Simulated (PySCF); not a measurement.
PySCF input file for B2HO2, SMILES B(B=O)=[OH+], charge +1, PBE/pcJ-1. Geometry optimised at ωB97X-D3(BJ)/def2-TZVP. The isomer is the one that the SMILES or the coordinates give; other isomers of the formula were not compared. Other conformers were not sampled.

```python
import numpy as np
from pyscf import gto, scf, dft
from pyscf.prop.ssc import rks as ssc

mol = gto.M(
    atom='''
    O     0.00000000    0.00000000    2.13657836
    B     0.00000000    0.00000000    0.94709918
    B     0.00000000    0.00000000   -0.70770248
    O     0.00000000    0.00000000   -1.92449379
    H     0.00000000    0.00000000   -2.89366007
    ''',
    basis='pcJ-1',
    charge=1,
    spin=0,
    max_memory=1600,
    verbose=3,
)
mf = dft.RKS(mol, xc='pbe')
mf.grids.level = 3
mf.conv_tol = 1e-10
mf.max_cycle = 100
mf.kernel()
j = ssc.SSC(mf)
j.with_fcsd = True
j.max_cycle_cphf = 80
j.conv_tol = 1e-7
e11 = j.kernel()
```

It prints:

```
converged SCF energy = -200.264172456688
Reduced spin-spin coupling constant K (Hz)
               #0        #1        #2        #3        #4
        0 O    0.00000
        1 B   11.55036   0.00000
        2 B    4.37652  78.66163   0.00000
        3 O    7.78969   9.60407  62.21842   0.00000
        4 H    0.18475   0.30253   4.94149  45.77193   0.00000
Spin-spin coupling constant J (Hz)
               #0        #1        #2        #3        #4
        0 O    0.00000
        1 B  -15.68304   0.00000
        2 B   -5.94242 252.72524   0.00000
        3 O    4.46996 -13.04037 -84.47994   0.00000
        4 H   -0.78173   3.02890  49.47413 -193.67262   0.00000
```

The run converged.
